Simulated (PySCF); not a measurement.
## A search over the determinants of SnHg

Unrestricted PBE0; PySCF, scalar-relativistic core potentials, basis sets Sn cc-pVDZ-PP with ECP28, Hg cc-pVDZ-PP with ECP60. Outer shells of the fragments: Sn 4d10 5s2 5p2; Hg 5d10 6s2.

Followed along the bond (rough minima from three points):

```
2Ms+1  unpaired  ⟨S²⟩ at the start  R at minimum (Å)  Te (eV)
    3      π ↑↑               2.01              2.88     0.00
    1      π ↑↓               1.01              2.86     0.27
    3  σ ↑, π ↑               2.01              3.48     0.34
    1  σ ↓, π ↑               1.01              3.28     0.59
    1      none               0.00              2.81     0.98
```

Solutions found at the starting distance of 2.725 Å, counted from the lowest of them; the search is not exhaustive and high or unbound solutions are not listed, so other states can lie among these:

```csv
2Ms+1,unpaired,term,E (eV),⟨S²⟩,⟨Lz²⟩,μ (D)
3,π ↑↑,³Σ⁻,0.00,2.01,0.00,1.29
1,π ↑↓,mixed,0.26,1.01,2.01,1.17
3,"σ ↑, π ↑",³Π,0.62,2.01,1.00,-1.23
1,"σ ↓, π ↑",mixed,0.80,1.01,1.00,-1.24
1,none,mixed,0.97,0.00,2.00,0.76
3,π ↑↑,mixed,3.29,2.01,2.01,-4.42
3,"σ ↑↑, π ↑↓",mixed,3.66,3.01,2.01,1.38
1,"σ ↓↓, π ↑↑",mixed,3.82,2.01,0.00,1.69
3,"σ ↑, π ↑",³Π,4.34,2.01,1.02,2.65
1,"σ ↓, π ↑",mixed,4.55,1.07,1.01,2.58
```

A term symbol is given only where ⟨S²⟩ and ⟨Lz²⟩ are close to those of a pure state; real π, δ and φ orbitals otherwise mix terms. A positive dipole means Sn(−)Hg(+).

Spin–orbit coupling is left out. Counting both spins, an empty level lies below a filled one in some of these solutions, because spin and occupation are held.
